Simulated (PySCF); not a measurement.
C3H9ISn.
Geometry (PBE0-D3(BJ)/def2-SVP, Å), atoms numbered from 1 in this order:
```xyz
14
C3H9ISn angstrom
C      0.079    2.033   -0.399
Sn     0.045    0.028    0.369
C      1.696   -1.157   -0.324
C     -1.851   -0.936    0.085
I      0.369    0.267    3.065
H     -0.039    2.018   -1.493
H     -0.739    2.616    0.046
H      1.036    2.508   -0.145
H      2.642   -0.676   -0.041
H      1.649   -2.155    0.132
H      1.651   -1.256   -1.419
H     -2.643   -0.335    0.552
H     -2.061   -1.037   -0.990
H     -1.836   -1.933    0.547
```

Method: PySCF, PBE0-D3(BJ)/def2-SVP geometry optimisation, gas phase, def2 core potentials past Kr.

Question: Which atoms are bound to Sn2, and at what distances?

Answer: 4 atoms: C4 2.146 Å, C1 2.147 Å, C3 2.147 Å, I5 2.726 Å. The nearest atom not counted as bound is H12, at 2.72 Å (others tie with it).

Question: List the angles at Sn2.

Answer: 
```csv
angle,degrees,distance of the outer atoms (Å)
C3–Sn2–C4,112.9,3.58
C1–Sn2–C3,112.8,3.58
C1–Sn2–C4,112.7,3.57
C3–Sn2–I5,106.0,3.91
C4–Sn2–I5,106.0,3.91
C1–Sn2–I5,105.7,3.90
```

Question: What is the shape at Sn2?

Answer: Distorted tetrahedral: angles from 105.7° to 112.9°; τ4 = (360° − α − β)/141° = 0.95 with α and β the two widest (0 for a square, 1 for a tetrahedron).

Question: What are the other bond lengths?

Answer: C1–H6 and 8 like bonds 1.099 Å.

Charge 0, singlet. PBE0-D3(BJ)/def2-SVP frequencies: not computed here.
